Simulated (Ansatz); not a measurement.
## Which isomer of F3HSeSi gives these data?

These gas-phase data were calculated for one isomer of F3HSeSi at PBE0-D4/def2-SVP (harmonic, unscaled wavenumbers; equilibrium rotational constants with average atomic masses):

```
rotational constants            : 3.937, 1.437, 1.418 GHz
all wavenumbers above 1500 cm⁻¹ : 2454
```

Candidates:

(1) `F[Se][SiH](F)F`, a singlet
(2) `F[Si](F)(F)[SeH]`, a singlet

Problem. Which candidate do the data belong to?

Solution. Candidate (2). No mode falls between 2000 and 2380 cm⁻¹, where the Si–H stretch of (1) would stand.

The same quantities for all candidates:

```
     rotational constants (GHz)  wavenumbers above 1500 cm⁻¹  E above the lowest, PBE0-D4/def2-SVP (kcal/mol)
(1)         4.289, 1.586, 1.288                         2336                                             66.8
(2)         3.937, 1.437, 1.418                         2454                                              0.0
```

Each candidate is one conformer. Programs: Ansatz 0.2.0.
